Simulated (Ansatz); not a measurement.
Ansatz (a quantum-chemistry and plane-wave program) input:

Ansatz 0.2 input:
```yaml
crystal:
  periodic: [false, false, false]
  atoms:
    - {symbol: C, position_ang: [-0.98503697, -1.11307039, -0.39451663]}
    - {symbol: C, position_ang: [0.21012294, -0.30689869, -0.04069099]}
    - {symbol: C, position_ang: [1.54513429, -0.95689555, -0.00108291]}
    - {symbol: C, position_ang: [0.07677189, 1.08365598, 0.25939625]}
    - {symbol: O, position_ang: [-0.99025190, 1.69933879, 0.24979525]}
    - {symbol: H, position_ang: [-1.10826021, -1.94818311, 0.30391195]}
    - {symbol: H, position_ang: [-1.88390697, -0.50064779, -0.38109857]}
    - {symbol: H, position_ang: [-0.86911854, -1.56011752, -1.38805148]}
    - {symbol: H, position_ang: [1.79495792, -1.39671323, -0.97327723]}
    - {symbol: H, position_ang: [2.33358310, -0.25461153, 0.27143080]}
    - {symbol: H, position_ang: [1.55601556, -1.78445539, 0.71727601]}
    - {symbol: H, position_ang: [1.01679149, 1.60927009, 0.51281225]}
basis:
  gaussian:
    orbitals: def2-TZVPD
hamiltonian:
  xc: {name: HSE06}
magnetization: {spin_polarized: true, initial_magnetization: 1}
output: {forces: true}
```

Q: Which total energy does the run end on?

A: -231.62128 Eh (HSE06/def2-TZVPD). The basis has 251 functions.

It need not be the lowest isomer of its formula.
